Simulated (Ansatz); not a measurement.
WF6, relaxed as a singlet with RKS PBE-D4/def2-SVP in Ansatz, starting from the GFN2-xTB geometry. Force threshold 0.02 eV/Å.

In the def2 sets W takes a core potential; there is no spin–orbit coupling.

Start:

```xyz
7

W     0.000    0.000    0.000
F    -0.617    1.502    0.859
F     0.617   -1.502   -0.859
F     0.910   -0.494    1.518
F    -0.910    0.494   -1.518
F     1.472    0.935   -0.578
F    -1.472   -0.935    0.578
```

```json
{"step": "1", "energy (eV)": "-18108.6062", "largest force component (eV/Å)": "0.949", "SCF passes": "16"}
{"step": "2", "energy (eV)": "-18108.6725", "largest force component (eV/Å)": "0.008", "SCF passes": "18"}
```

Force components are those of the run's own axes.

End:

```xyz
7

W     0.0000   -0.0001    0.0000
F    -0.6250    1.5216    0.8703
F     0.6250   -1.5216   -0.8704
F     0.9221   -0.5005    1.5371
F    -0.9221    0.5005   -1.5371
F     1.4908    0.9474   -0.5858
F    -1.4909   -0.9474    0.5859
```

By distances, no bond broke or formed. The bond that changes most is W1–F7, from 1.84 to 1.86 Å (atoms count from 1).

No frequencies were taken in this run, so the end may be a saddle point.

Hardware: 2 threads of AMD EPYC 7R13 on a shared host. Wall time 2.6 s.
